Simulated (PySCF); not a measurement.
Cu(OH)₃: from structure and modes to constants

All numbers come from PBE0/[Cu def2-SVP, O def2-SVP, H def2-SVP], no relativity, density fitting, PySCF.

The singlet minimum has C1 symmetry. Masses (u): Cu 62.92960, O 15.99492, H 1.00782.

```xyz
7
charge 0 multiplicity 1, angstrom
Cu   -0.0078   -0.0050   -0.2079
O     0.1509    0.1005    1.5630
O     1.6848   -0.1736   -0.5948
O    -1.7666    0.0627   -0.2742
H    -0.7596   -0.0972    1.8370
H     2.2656   -0.3106    0.1630
H    -2.1129    0.9314   -0.0312
```

Harmonic wavenumbers (cm⁻¹): 162.5 (a, ×1), 182.7 (a, ×1), 206.3 (a, ×1), 229.3 (a, ×1), 285.3 (a, ×1), 460.6 (a, ×1), 601.9 (a, ×1), 622.3 (a, ×1), 724.0 (a, ×1), 813.0 (a, ×1), 849.9 (a, ×1), 1002.6 (a, ×1), 3806.3 (a, ×1), 3868.2 (a, ×1), 3900.7 (a, ×1).

Q: Find the principal moments of inertia and the rotational constants. What kind of rotor is it?

A: About the centre of mass I = 52.449, 108.01, 158.97 u Å². With B = 16.8576/I this gives 0.3214, 0.1561, 0.106 cm⁻¹. The molecule is an asymmetric top with κ = -0.54.

Q: What is the harmonic zero-point energy?

A: Half the sum of all 15 wavenumbers, 17716/2 = 8858 cm⁻¹, which is 106.0 kJ/mol (1 cm⁻¹ = 0.0119627 kJ/mol).

Q: Find the vibrational entropy and heat capacity at 298.15 K.

A: With u = 1.43878 ω/T, each mode gives S = R[u/(eᵘ−1) − ln(1−e⁻ᵘ)] and C = R u² eᵘ/(eᵘ−1)².
```
ω (cm⁻¹)       u  S (J/(mol K))  C (J/(mol K))
   162.5   0.784          10.54           7.90
   182.7   0.882           9.63           7.80
   206.3   0.996           8.69           7.66
   229.3   1.107           7.88           7.52
   285.3   1.377           6.28           7.12
   460.6   2.223           3.20           5.60
   601.9   2.905           1.87           4.30
   622.3   3.003           1.73           4.12
   724.0   3.494           1.17           3.28
   813.0   3.923           0.82           2.63
   849.9   4.101           0.71           2.39
  1002.6   4.838           0.39           1.57
  3806.3  18.368           0.00           0.00
  3868.2  18.667           0.00           0.00
  3900.7  18.823           0.00           0.00
```
The sums over all modes are S = 52.9 and C = 61.9 J/(mol K); the softest mode gives 20 % of the entropy.

This need not be the most stable arrangement of these atoms.
